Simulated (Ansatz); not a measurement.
Relaxation of CH$_{6}$BBr (9 atoms, charge 0, multiplicity 1), to a largest force component of 0.03 eV/Å in at most 50 steps.

These are results of RHF/def2-SVP in Ansatz 0.2.0, not measurements.

```xyz
9
Properties=species:S:1:pos:R:3:forces:R:3
B 0.023 0.148 0.228 0.01 0.18 0.25
C 0.034 0.246 1.817 0.04 0.23 -0.27
H -0.905 -0.030 2.301 -0.01 0.00 -0.01
H 0.869 -0.275 2.289 0.02 -0.01 0.01
H 0.188 1.310 2.042 0.00 0.07 -0.02
H 1.056 0.069 -0.379 0.00 -0.01 0.01
H -0.999 0.263 -0.392 0.01 0.01 0.04
Br -0.420 -3.041 0.635 0.13 1.12 1.44
H -0.305 -2.049 1.740 -0.20 -1.59 -1.45
```

Question: Where does it end, and by what steps?

Answer: The forces met the threshold. After 15 steps the energy has fallen by 0.240 eV; H9 moved furthest, 1.37 Å.

```csv
step,energy less start (eV),largest force component (eV/Å),accepted
0,0.0000,1.588,yes
1,-0.1626,0.200,yes
2,-0.2018,0.212,yes
3,-0.2202,0.095,yes
4,-0.2282,0.190,yes
5,-0.2335,0.196,yes
6,-0.2335,0.170,no
7,-0.2343,0.044,yes
8,-0.2353,0.191,yes
9,-0.2369,0.073,yes
10,-0.2376,0.132,yes
11,-0.2388,0.120,yes
12,-0.2394,0.086,yes
13,-0.2399,0.042,yes
14,-0.2402,0.053,yes
15,-0.2402,0.026,yes
```

```xyz
9
Properties=species:S:1:pos:R:3
B 0.049 0.336 0.243
C 0.079 0.543 1.804
H -0.858 0.290 2.304
H 0.911 0.041 2.300
H 0.231 1.623 1.951
H 1.066 0.163 -0.375
H -0.979 0.426 -0.373
Br -0.442 -3.388 0.511
H -0.514 -3.394 1.918
```

Whether the end is a true minimum wasn't checked by a vibrational analysis.

Time of the run: 25 s on 1 thread of Arm Neoverse V2, on a shared host, peak memory 0.17 GiB.
